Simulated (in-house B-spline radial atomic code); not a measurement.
Successive ionisation energies of iron; each step leads to the configuration of the next row (after the last: bare). NIST's values go from ground level to ground level; the uncertainty of those that are theory runs from under 0.1 % in few-electron ions to several per cent in heavy many-electron ones. Computed with a B-spline radial code for spherical atoms: non-relativistic Hartree-Fock, average of the configuration, point nuclei.

| ion | configuration | ionisation energy (eV) | tabulated value (eV) | computed minus tabulated (eV) | highest orbital | largest mean radius (bohr) |
| --- | --- | --- | --- | --- | --- | --- |
| Fe14+ | [Ne] 3s2 | 449.5 | 456.2 | -7 | 3s | 0.6912 |
| Fe15+ | [Ne] 3s1 | 485.0 | 489.312 | -4 | 3s | 0.68074 |
| Fe16+ | [He] 2s2 2p6 | ? | ? | ? | ? | ? |
| Fe17+ | [He] 2s2 2p5 | 1360.2 | 1357.8 | 2 | 2p | 0.26099 |
| Fe18+ | [He] 2s2 2p4 | 1461.9 | 1460 | 2 | 2p | 0.25769 |
| Fe19+ | [He] 2s2 2p3 | ? | ? | ? | ? | ? |
| Fe20+ | [He] 2s2 2p2 | 1673.9 | 1687 | -13 | 2p | 0.25132 |
| Fe21+ | [He] 2s2 2p1 | ? | ? | ? | ? | ? |
| Fe22+ | [He] 2s2 | 1923.9 | 1950.4 | -27 | 2s | 0.24522 |
| Fe23+ | [He] 2s1 | 2024.6 | 2045.759 | -21 | 2s | 0.24245 |
| Fe24+ | 1s2 | 8758.3 | 8828.186 | -70 | 1s | 0.058538 |
| Fe25+ | 1s1 | 9197.4 | 9277.689 | -80 | 1s | 0.057692 |

(1) Fill in the row of Fe16+.

(2) Fill in the row of Fe19+.

(3) Fill in the row of Fe21+.

(4) Where is the largest jump?

(5) How far is this level of theory from the measured and semi-empirical values?

Results:

(1) ionisation energy (eV): 1261.4; tabulated value (eV): 1262.7; computed minus tabulated (eV): -1; highest orbital: 2p; largest mean radius (bohr): 0.26435.

(2) ionisation energy (eV): 1566.5; tabulated value (eV): 1575.6; computed minus tabulated (eV): -9; highest orbital: 2p; largest mean radius (bohr): 0.25447.

(3) ionisation energy (eV): 1784.1; tabulated value (eV): 1798.4; computed minus tabulated (eV): -14; highest orbital: 2p; largest mean radius (bohr): 0.24823.

(4) From Fe23+ to Fe24+, by a factor of 4.33 (2024.6 to 8758.3 eV); the highest orbital goes from 2s to 1s.

(5) Over those 9 rows the differences run from -26.5 to +2.43 eV (mean absolute value 8.9 eV). The calculation leaves out relativity, correlation and, in open shells, the multiplet splittings that an average leaves out.
